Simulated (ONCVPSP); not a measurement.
**Ranking ONCV potentials for titanium**

All share these settings but for the change named:

```json
{"Element": "titanium", "Generator": "ONCVPSP 4.0.1", "Type": "optimised norm-conserving Vanderbilt (ONCV)", "Functional": "PBEsol", "Relativity": "scalar-relativistic", "Frozen core": "[Ne]", "Valence charge": "12", "Reference configuration": "3s2 3p6 3d2 4s1.5 4p0.5", "Partial waves": "3s+4s: rc 1.95 bohr, ncon 4, nbas 8, qcut 7 1/bohr, 2 projectors; 3p+4p: rc 2.05 bohr, ncon 5, nbas 9, qcut 6.7 1/bohr, 2 projectors; 3d: rc 1.70 bohr, ncon 4, nbas 9, qcut 11.3 1/bohr, 2 projectors, debl 0.7 Ha", "Local potential": "polynomial inside 1.30 bohr (lpopt 5, dvloc0 4 Ha)", "Core correction": "none"}
```

Test errors are all-electron minus pseudo excitation energies from the reference, over 3s2 3p6 3d2 4s2 4p0; 3s2 3p6 3d2 4s1 4p0; 3s2 3p6 3d2 4s0 4p0; 3s2 3p5 3d2 4s2 4p0. None of these files shows a bound ghost.

The base gives 26.3 meV.

Of 9 variants that were run, those that failed, showed a ghost or another fault, or gave nearly equal values are left out.

A variant can come out equal or close to the base, since the largest error may sit in a test that the change hardly touches while other tests move.

**Question.** Rank these variants by their largest absolute test error, smallest first.
A. s: qcut 10.3
B. s: qcut 7.6
C. s: qcut 4.2

**Answer.** A (21.4 meV), B (25.3 meV), C (31.8 meV).
